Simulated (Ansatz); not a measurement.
`[OH][Ga-]([OH])([OH])[OH+][SiH3]`, relaxed with RKS PBE0-D4/def2-TZVP in Ansatz 0.2.0 from a PBE-D4/def2-SVP geometry. The force threshold is 0.005 eV/Å; the program also tests the step.

Total charge 0; spin multiplicity 1.

Start:

```xyz
13

O    -1.237    1.257   -0.313
Ga   -0.902   -0.116    0.834
O    -1.306   -1.816    0.238
O    -0.736    0.266    2.589
O     0.952   -0.613   -0.046
Si    1.559    0.479   -1.243
H    -1.318    2.102    0.166
H    -2.106   -1.837   -0.317
H    -0.691   -0.554    3.115
H     0.492   -1.438   -0.369
H     0.656    0.550   -2.435
H     1.744    1.788   -0.550
H     2.893   -0.067   -1.669
```

(1) By how much does the energy fall, and how many steps does the optimiser take? (Estimate.)

(2) Which bonds change most? (Best estimate.)

(3) Give the relaxed structure. (Estimate.)

## Answers

(1) Ansatz gave: 2.39 kcal/mol, in 14 steps, 1 of them rejected.

(2) Computed: O5–Si6 from 1.730 to 1.694 Å; Ga2–O3 from 1.846 to 1.810 Å; O5–H10 from 0.998 to 0.967 Å; Ga2–O5 from 2.112 to 2.087 Å.

(3) Ansatz gave: 
```xyz
13

O    -1.261    1.239   -0.308
Ga   -0.917   -0.147    0.791
O    -1.478   -1.805    0.330
O    -0.599    0.246    2.506
O     0.909   -0.588   -0.118
Si    1.583    0.496   -1.232
H    -1.418    2.060    0.162
H    -2.243   -1.810   -0.248
H    -0.672   -0.516    3.084
H     0.715   -1.485   -0.422
H     0.739    0.605   -2.439
H     1.734    1.769   -0.506
H     2.908   -0.063   -1.599
```
